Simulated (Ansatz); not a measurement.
Stepwise reaction of `NB(O[SiH3])O[SiH3]` with ammonia, as a gas-phase model of exchange steps in deposition or etching. ΔE in kJ/mol.

Isolated molecules relaxed with PBE0-D4/def2-TZVP in Ansatz; ΔE leaves out vibrations. CCSD(T)/CBS adds triple-zeta CCSD(T) − MP2 to the extrapolated MP2 energy (def2 sets, frozen cores). This one scheme is used for every species. DFT in def2-TZVPP. B3LYP here is the variant with VWN-RPA as its local correlation; programs differ in this. One conformer a species, not always the lowest.

| step | reaction | PBE-D4 | B3LYP-D4 | ωB97M-V | CCSD(T)/CBS |
| --- | --- | --- | --- | --- | --- |
| 2 | `NB(N)O[SiH3]` + NH₃ → `NB(N)N` + `O[SiH3]` | 43.0 | 48.2 | 45.1 | 45.9 |

**Question.** Give the row of step 1, `NB(O[SiH3])O[SiH3]` + NH₃ → `NB(N)O[SiH3]` + `O[SiH3]`. (An estimate is asked.)

**Answer.** Computed: 
```tsv
step	reaction	PBE-D4	B3LYP-D4	ωB97M-V	CCSD(T)/CBS
1	`NB(O[SiH3])O[SiH3]` + NH₃ → `NB(N)O[SiH3]` + `O[SiH3]`	34.0	40.3	37.0	37.6
```

**Question.** By hand: ΔE of the 2 steps together at CCSD(T)/CBS.

**Answer.** (37.6) + (45.9) = 83.5 kJ/mol, or 41.8 kJ/mol a step.

In ΔE each step is higher than the one before. All are uphill at CCSD(T)/CBS. PBE-D4 differs from CCSD(T)/CBS by -3.6 to -2.9 kJ/mol a step. Isolated molecules leave out the surface, adducts and barriers. Largest T1 diagnostic: 0.012.
